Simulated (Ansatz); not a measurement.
Two members of one family (Closo-EB4), computed with Ansatz in the gas phase. The two geometries come from different levels. Binding counts from free atoms in the multiplicity of their measured ground term, without zero-point energy. A dash marks a value that wasn't run or was left out as unsound. The structures are stationary points that may keep the symmetry of their start.

First: closo-2-SB4 (no H on S) (singlet, charge 0, PBE-D4/def2-SVP geometry).

```csv
atom,x (Å),y (Å),z (Å)
S1,1.096,-0.905,-0.359
B2,-0.093,0.112,0.938
B3,-0.780,-1.115,0.042
B4,0.923,0.997,-0.088
B5,-0.458,0.343,-0.758
H6,-0.067,0.228,2.138
H7,-1.416,-2.131,0.010
H8,1.797,1.816,-0.136
H9,-1.002,0.655,-1.787
```

```csv
level,HOMO (eV),LUMO (eV),gap (eV),vertical IE (eV),vertical triplet (eV),binding per atom (eV)
PBE-D4/def2-SVP,-6.05,-3.09,2.96,–,–,4.00
PBE-D4/def2-TZVP,-6.09,-3.22,2.86,9.08,2.35,3.96
r2SCAN-D4/def2-TZVP,-6.24,-3.13,3.11,8.98,2.15,3.91
r2SCANh-D4/def2-TZVP,-6.60,-2.82,3.78,–,–,3.88
ωB97M-V/def2-TZVP,-9.09,-0.38,8.71,–,–,3.81
```

Second: closo-1-NB4 (H on N) (singlet, charge 0, B3LYP-D4/def2-SVP geometry).

```xyz
10

B     0.984    0.267    0.317
B    -0.565   -0.715    0.557
N     0.402   -0.782   -0.605
B    -0.482    0.938    0.725
B    -0.425    0.458   -0.867
H     2.150    0.402    0.544
H    -1.107   -1.661    1.049
H     0.783   -1.524   -1.178
H    -0.931    1.813    1.401
H    -0.810    0.805   -1.944
```

Estimate the same table for the second.


| level | HOMO (eV) | LUMO (eV) | gap (eV) | vertical IE (eV) | vertical triplet (eV) | binding per atom (eV) |
| --- | --- | --- | --- | --- | --- | --- |
| PBE-D4/def2-SVP | -6.67 | -1.44 | 5.23 | – | – | 4.22 |
| PBE-D4/def2-TZVP | -6.71 | -1.55 | 5.17 | 9.91 | 4.63 | 4.16 |
| r2SCAN-D4/def2-TZVP | -6.87 | -1.25 | 5.62 | 9.84 | 4.58 | 4.09 |
| r2SCANh-D4/def2-TZVP | -7.27 | -0.93 | 6.35 | – | – | 4.07 |
| ωB97M-V/def2-TZVP | -9.91 | 1.20 | 11.11 | – | – | 4.05 |
